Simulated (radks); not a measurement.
The titanium anion Ti-, configuration [Ar] 3d3 4s2.

Method: non-relativistic Kohn-Sham, PBEsol, spin-polarised, spherical densities, point nucleus; open shells are filled with parallel spins first; hard spherical wall at 7 bohr; computed with a radial shooting solver on a logarithmic mesh with Libxc functionals.

Energy parts (eV):
| part | energy |
|---|---|
| total | -23078.310 |
| kinetic | 23064.457 |
| electron-nucleus | -54942.197 |
| Hartree | 9917.360 |
| exchange-correlation | -1117.928 |

Orbitals (lengths in bohr, moments of r in powers of bohr; <r^-3> diverges for s and p1/2; r(max) is where P^2 peaks; r(90%) holds 90 % of the orbital's charge):
orbital  occ.  eigenvalue (eV)  r(90%)     <r^2>  <r^-3>   r(max)
1s down     1        -4819.188   0.125  0.006618       -  0.04617
1s up       1        -4819.174   0.125  0.006618       -  0.04617
2s up       1        -518.6104   0.509    0.1272       -   0.2716
2s down     1        -517.9606   0.509    0.1270       -   0.2715
2p up       3        -431.4551   0.479    0.1046   257.5   0.2206
2p down     3        -430.9609   0.478    0.1043   258.0   0.2205
3s up       1         -51.1261    1.53     1.206       -   0.8777
3s down     1         -49.0927    1.53     1.205       -   0.8774
3p up       3         -28.3499    1.71     1.439   29.00   0.9074
3p down     3         -26.3072    1.71     1.440   28.97   0.9069
4s up       1           2.7295    5.01     13.45       -    3.174
4s down     1           3.5856    5.12     14.27       -    3.374
3d up       3           4.8972    3.70     5.160   1.533    1.015
4p up       0           5.8412    5.37     16.52   1.641    3.865
4p down     0           6.4761    5.43     17.18   1.419    3.995
3d down     0           6.5846    4.26     6.673   1.317    1.025
4d up       0          11.3749    5.73     18.62  0.6633    4.747
4d down     0          12.1099    5.73     17.60  0.8409    4.828
5s up       0          13.7187    5.94     19.44       -    5.284
5s down     0          14.5794    5.95     19.14       -    5.333

The highest occupied level is 3d up at 4.897 eV. Summed over all electrons, <r^2> = 55.14 bohr^2, which gives a Langevin (diamagnetic) susceptibility term of -43.7 x 10^-6 cm^3/mol. The electron density at the nucleus is 7124 e/bohr^3. Spin moment in Bohr magnetons: 3. The spin density at the nucleus is -0.1119 e/bohr^3 (1s 0.0033, 2s -0.5290, 3s 0.0332, 4s 0.3807), a Fermi contact field of -5.86 T. The density falls to 0.001 e/bohr^3 at r = 5.21 bohr. The pressure on the wall is 2.67 GPa.
